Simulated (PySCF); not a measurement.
From computed data to an observable: entropy of an ideal gas

CH4MoO2S, SMILES [CH3][Mo]([SH])(=[O])=[O], multiplicity 1.

The structure is a stationary point at PBE0-D3(BJ)/def2-SVP. The spin state was assumed, not searched. The structure was generated by enumeration; whether it is a known compound was not checked. The def2 effective core potentials stand for the cores of Mo; spin–orbit coupling is left out. The values are those of a single conformer.

PBE0-D3(BJ)/def2-SVP (PySCF 2.14.0) gives the harmonic wavenumbers 138, 147, 165, 200, 227, 296, 318, 426, 562, 604, 628, 670, 1046, 1071, 1190, 1388, 1397, 2696, 3044, 3164, 3165 cm⁻¹ and the rotational temperatures 0.1704, 0.0950, 0.0901 K. The molar mass is 176.05 g/mol, the symmetry number 1, the spin multiplicity 1.

Q: Work out the entropy at 298.15 K and 1 atm in the rigid-rotor, harmonic-oscillator model.

A: 
Translation (Sackur–Tetrode at 1 atm): S = R[1.5 ln M + 2.5 ln T − 1.16487] = 173.2 J/(mol K).
Rotation: q = (√π/σ) T^1.5/√(θA θB θC) = 239000, S = R[ln q + 3/2] = 115.4 J/(mol K).
Vibration: with u = 1.4388 ν/T, each mode gives R[u/(e^u − 1) − ln(1 − e^−u)]:
```
ν (cm⁻¹)  modes     u  S (J/(mol K))
--------  -----  ----  -------------
138           1  0.67          11.85
147           1  0.71          11.34
165           1  0.80          10.43
200           1  0.97           8.92
227           1  1.10           7.96
296           1  1.43           6.02
318           1  1.53           5.52
426           1  2.06           3.65
562           1  2.71           2.18
604           1  2.91           1.85
628           1  3.03           1.69
670           1  3.23           1.44
1046          1  5.05           0.32
1071          1  5.17           0.29
1190          1  5.74           0.18
1388          1  6.70           0.08
1397          1  6.74           0.08
```
The stiffer modes add less than 0.005 each. Sum 73.8 J/(mol K).
Spin: R ln 1 = 0.0 J/(mol K).
Total 362.5 J/(mol K); the program's own thermochemistry gives 362.5. Translation makes up 48 % and vibration 20 %. Anharmonicity, hindered rotation and orbital degeneracy are left out.
